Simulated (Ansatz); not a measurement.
`OC[SiH2][SbH2]`, relaxed with RKS PBE-D4/def2-SVP in Ansatz from a rough embedded geometry. The force threshold is 0.03 eV/Å; the program also tests the step.

Total charge 0; spin multiplicity 1. Sb takes the def2 core potential.

Start:

```xyz
11

O    -0.863   -1.521    0.002
C    -0.093   -0.864    0.900
Si    1.137    0.155   -0.051
Sb   -0.064    1.959   -1.389
H    -1.609   -0.949   -0.321
H    -0.724   -0.218    1.570
H     0.461   -1.556    1.562
H     1.948   -0.653   -0.869
H     2.047    0.857    0.968
H    -1.236    2.141   -0.158
H    -1.004    0.648   -2.215
```

| step | energy (eV) | largest force (eV/Å) | largest move (Å) |
| --- | --- | --- | --- |
| 1 | -17599.5884 | 2.715 | 0.000 |
| 2 | -17599.8191 | 0.944 | 0.178 |
| 3 | -17599.9632 | 0.486 | 0.161 |
| 4 | -17599.9817 | 0.430 | 0.133 |
| 5 (rejected) | -17599.9816 | 0.921 | 0.066 |
| 6 | -17599.9986 | 0.034 | 0.032 |
| 7 | -17600.0009 | 0.027 | 0.030 |
| 8 | -17600.0054 | 0.063 | 0.146 |
| 9 | -17600.0058 | 0.062 | 0.039 |
| 10 | -17600.0077 | 0.033 | 0.069 |
| 11 | -17600.0080 | 0.019 | 0.020 |

End:

```xyz
11

O    -1.009   -1.561    0.025
C    -0.132   -0.899    0.921
Si    1.159    0.199    0.014
Sb   -0.091    1.875   -1.544
H    -1.437   -0.872   -0.522
H    -0.665   -0.281    1.688
H     0.415   -1.686    1.485
H     2.060   -0.640   -0.853
H     2.006    0.979    0.989
H    -1.130    2.305   -0.219
H    -1.175    0.582   -1.983
```

Hardware: 4 threads of an Arm Neoverse V2 on a shared host. Wall time 15 s, peak host memory 0.16 GiB.
